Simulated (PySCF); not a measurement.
**Löwdin shares of the frontier orbitals**

Compound: C₆H₁₂O.
Structure used (GFN2-xTB), in Å, numbered top down from 1:
```xyz
19
C6H12O angstrom
C      2.4451   -0.2493    0.6794
O      1.1449    0.0410    1.1371
C      0.2301    0.3887    0.1522
C      0.5715    1.5841   -0.6973
C     -0.9075   -0.2976    0.0351
C     -1.2283   -1.4702    0.9126
C     -1.9607    0.0858   -0.9669
H      3.0231   -0.5183    1.5625
H      2.4383   -1.0939   -0.0197
H      2.9166    0.6100    0.1912
H      0.9787    1.2828   -1.6634
H     -0.3172    2.1837   -0.8753
H      1.3057    2.2035   -0.1871
H     -0.4174   -1.6542    1.6106
H     -1.3908   -2.3620    0.3069
H     -2.1402   -1.2767    1.4767
H     -2.4594    1.0097   -0.6723
H     -1.5304    0.2388   -1.9552
H     -2.7119   -0.6967   -1.0346
```

Computed, not measured: TDDFT CAM-B3LYP/def2-SVPD, vertical, gas phase, core orbitals frozen in the response in PySCF.

Kohn–Sham orbitals with the atoms that hold most of them (Löwdin shares over 4%, at most four atoms; ? is withheld):

```json
{"orbital": "LUMO+2", "ε (eV)": "1.96", "atoms": "C4 15%, C6 13%, H11 11%, O2 8%"}
{"orbital": "LUMO+1", "ε (eV)": "1.78", "atoms": "C1 16%, C7 13%, H10 8%, H8 8%"}
{"orbital": "LUMO", "ε (eV)": "?", "atoms": "?"}
{"orbital": "HOMO", "ε (eV)": "-7.42", "atoms": "?"}
{"orbital": "HOMO-1", "ε (eV)": "-9.42", "atoms": "O2 52%, C1 11%, C3 8%, C4 8%"}
{"orbital": "HOMO-2", "ε (eV)": "-10.69", "atoms": "O2 24%, C6 12%, C5 11%, C7 11%"}
{"orbital": "HOMO-3", "ε (eV)": "-11.40", "atoms": "O2 18%, C6 13%, C5 12%, C7 12%"}
```

(1) Give the leading atoms of the LUMO.

(2) Give the leading atoms of the HOMO.

(3) What is the LUMO energy, and the HOMO–LUMO gap?

## Answers

(1) C1 (bonded to O and 3 H) 13%; C4 (bonded to C and 3 H) 12%; C7 (bonded to C and 3 H) 10%; C6 (bonded to C and 3 H) 7%.

(2) C5 (bonded to 3 C) 29%; C3 (bonded to 2 C and O) 26%; O2 (bonded to 2 C) 16%; C6 (bonded to C and 3 H) 5%. By element: carbon 60% or more, oxygen 16%.

(3) ε(LUMO) = 1.23 eV; the gap is 8.65 eV (0.3179 hartree).

Task: How does S1 compare with the orbital gap of 8.65 eV?

Result: S1 is at 5.86 eV (f = 0.0011), 2.79 eV below the gap, made of HOMO→LUMO (90%). Without the coupling terms of the response equations the lowest excitation would equal the gap.

Next come S2 at 6.61 eV (f 0.330), HOMO→LUMO+1 (49%), HOMO→LUMO+3 (25%), HOMO→LUMO+2 (18%); S3 at 6.80 eV (f 0.027), HOMO→LUMO+2 (68%), HOMO→LUMO+1 (26%); S4 at 6.93 eV (f 0.052), HOMO→LUMO+3 (67%), HOMO→LUMO+1 (16%); S5 at 7.22 eV (f 0.017), HOMO→LUMO+4 (80%).

Löwdin shares depend on the basis, the more so with diffuse functions.

On Intel Xeon Platinum 8488C, one thread, no GPU (shared host), this took 46 s wall and 1.1 GiB of memory at its peak.

One conformer stands for the species.
